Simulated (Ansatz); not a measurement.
H7NOSi2Sn (`[OH][Sn][N]([SiH3])[SiH3]`). Charge 0, multiplicity 1. Sn takes the def2 core potential.

```xyz
12

O     2.998   -0.419   -0.265
Sn    1.492   -1.450   -1.014
N    -0.064   -0.307   -0.229
Si   -1.673   -0.784   -0.643
Si    0.168    1.031    0.839
H     2.815    0.416    0.176
H    -2.496   -1.097    0.558
H    -2.389    0.262   -1.423
H    -1.575   -2.015   -1.482
H     1.380    1.812    0.455
H     0.350    0.604    2.254
H    -1.005    1.946    0.774
```

List the harmonic frequencies (cm⁻¹, unscaled) at PBE0-D4/def2-TZVP in Ansatz. (An estimate is asked.)

Ansatz gave: 46, 76, 118, 142, 164, 184, 196, 354, 407, 595, 648, 664, 686, 720, 747, 878, 936, 944, 952, 960, 962, 992, 1011, 2184, 2192, 2203, 2206, 2210, 2216, 3844.

Is this a minimum?

Yes, all 30 modes are real.

Give the ideal-gas thermochemistry at 298.15 K and 1 bar (rigid rotor, harmonic oscillator; point group C1, symmetry number 1).

Zero-point energy 182.0 kJ/mol; H(298) − E = 209.1 kJ/mol; entropy 410.9 J/(mol·K), of which translation 175.7, rotation 122.7, vibration 112.6; G(298) − E = 86.6 kJ/mol. Modes under 100 cm⁻¹ are hindered rotations or soft bends, so the harmonic entropy is rough.
